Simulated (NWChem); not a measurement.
System: C₅H₅Cl; SMILES C=C=C/C=C/Cl

Here is an NWChem input.

```
start job
memory heap 200 mb stack 900 mb global 1100 mb
geometry units angstroms noautosym nocenter noautoz
  C      0.982942    -3.058368     0.000000
  C     -0.016263    -2.217272     0.000000
  C     -1.022737    -1.366169     0.000000
  C     -0.934575     0.095926     0.000000
  C      0.204873     0.799711     0.000000
  Cl     0.243405     2.520025     0.000000
  H      1.417979    -3.427761     0.936215
  H      1.417979    -3.427761    -0.936215
  H     -2.035751    -1.786563     0.000000
  H     -1.883091     0.640027     0.000000
  H      1.194297     0.335022     0.000000
end
basis spherical
  C library def2-svpd
  Cl library def2-svpd
  H library def2-svpd
end
dft
  xc xpbe96 cpbe96
  iterations 150
end
property
  response 1 0.0
end
task dft property
```

Excerpt of the output:

```
             Northwest Computational Chemistry Package (NWChem) 7.3.0
             --------------------------------------------------------

                             Geometry "geometry" -> ""
                             -------------------------

 Output coordinates in angstroms (scale by  1.889725989 to convert to a.u.)

  No.       Tag          Charge          X              Y              Z
 ---- ---------------- ---------- -------------- -------------- --------------
    1 C                    6.0000     0.98294200    -3.05836800     0.00000000
    2 C                    6.0000    -0.01626300    -2.21727200     0.00000000
    3 C                    6.0000    -1.02273700    -1.36616900     0.00000000
    4 C                    6.0000    -0.93457500     0.09592600     0.00000000
    5 C                    6.0000     0.20487300     0.79971100     0.00000000
    6 Cl                  17.0000     0.24340500     2.52002500     0.00000000
    7 H                    1.0000     1.41797900    -3.42776100     0.93621500
    8 H                    1.0000     1.41797900    -3.42776100    -0.93621500
    9 H                    1.0000    -2.03575100    -1.78656300     0.00000000
   10 H                    1.0000    -1.88309100     0.64002700     0.00000000
   11 H                    1.0000     1.19429700     0.33502200     0.00000000

 Effective nuclear repulsion energy (a.u.)     230.4274148313

  pbe96 is a nonlocal functional; adding pw91lda local functional.
                              NWChem Property Module
                              ----------------------

                                 NWChem DFT Module
                                 -----------------

 Summary of "ao basis" -> "ao basis" (spherical)
 ------------------------------------------------------------------------------
       Tag                 Description            Shells   Functions and Types
 ---------------- ------------------------------  ------  ---------------------
 C                         def2-svpd                 8       20   4s2p2d
 Cl                        def2-svpd                11       27   5s4p2d
 H                         def2-svpd                 4        8   2s2p

            General Information
            -------------------
          SCF calculation type: DFT
          Wavefunction type:  closed shell.
          No. of atoms     :    11
          No. of electrons :    52
           Alpha electrons :    26
            Beta electrons :    26
          Charge           :     0
          Spin multiplicity:     1
          Use of symmetry is: off; symmetry adaption is: off
          Maximum number of iterations: 150
          AO basis - number of functions:   167
                     number of shells:    71
          Convergence on energy requested:  1.00D-06
          Convergence on density requested:  1.00D-05
          Convergence on gradient requested:  5.00D-04

              XC Information
              --------------
          PerdewBurkeErnzerhof Exchange Functional  1.000
            Perdew 1991 LDA Correlation Functional  1.000 local
           PerdewBurkeErnz. Correlation Functional  1.000 non-local

             Grid Information
             ----------------
          Grid used for XC integration:  medium
          Radial quadrature: Mura-Knowles
          Angular quadrature: Lebedev.
          Tag              B.-S. Rad. Rad. Pts. Rad. Cut. Ang. Pts.
          ---              ---------- --------- --------- ---------
          C                   0.70       49          15.0       434
          Cl                  1.00       88          15.0       590
          H                   0.35       45          16.0       434
          Grid pruning is: on
          Number of quadrature shells:   558
          Spatial weights used:  Erf1

      Superposition of Atomic Density Guess
      -------------------------------------

 Sum of atomic energies:        -649.95126730

      Non-variational initial energy
      ------------------------------

 Total energy =    -653.333009
 1-e energy   =   -1346.428176
 2-e energy   =     462.667753
 HOMO         =      -0.237613
 LUMO         =      -0.035133

   convergence    iter        energy       DeltaE   RMS-Dens  Diis-err
 ---------------- ----- ----------------- --------- --------- ---------
 d= 0,ls=0.0,diis     1   -652.8798260182 -8.83D+02  2.88D-02  6.45D-01
 d= 0,ls=0.0,diis     2   -652.8535813051  2.62D-02  1.56D-02  6.67D-01
 d= 0,ls=0.0,diis     3   -652.8856392147 -3.21D-02  5.99D-03  3.79D-01
 d= 0,ls=0.0,diis     4   -652.9374941653 -5.19D-02  1.65D-03  3.61D-02
 d= 0,ls=0.0,diis     5   -652.9428542362 -5.36D-03  8.98D-04  4.81D-03
  Resetting Diis
 d= 0,ls=0.0,diis     6   -652.9434400127 -5.86D-04  2.27D-04  7.26D-04
 d= 0,ls=0.0,diis     7   -652.9435385289 -9.85D-05  2.11D-04  5.08D-05
 d= 0,ls=0.0,diis     8   -652.9435109230  2.76D-05  1.25D-04  2.33D-04
 d= 0,ls=0.0,diis     9   -652.9435447969 -3.39D-05  2.72D-05  6.08D-06
 d= 0,ls=0.0,diis    10   -652.9435456146 -8.18D-07  6.73D-06  4.28D-07

         Total DFT energy =     -652.943545614552
      One electron energy =    -1350.838759465689
           Coulomb energy =      524.075509523405
    Exchange-Corr. energy =      -56.607710503583
 Nuclear repulsion energy =      230.427414831315

 Numeric. integr. density =       51.999995601956

[...]

 DFT Linear Response polarizability / au
 Frequency  =       0.0000000 / au
              X              Y              Z
 -----------------------------------------------
 X      77.9801000    -10.4345047     -0.0000000
 Y     -10.4343758    129.9503437      0.0000003
 Z      -0.0000000      0.0000003     50.8637123
 -----------------------------------------------
 Eigenvalues =      75.9633390    131.9671047     50.8637123
 Isotropic   =      86.2647187
 Anisotropic =      71.9172208
 -----------------------------------------------

 Magnetic Dipole Response Matrix (nonzero elements):

 Exiting AOResponse driver routine
```

Level: PBE/def2-SVPD. The geometry was optimised at PBE0/def2-SVP.
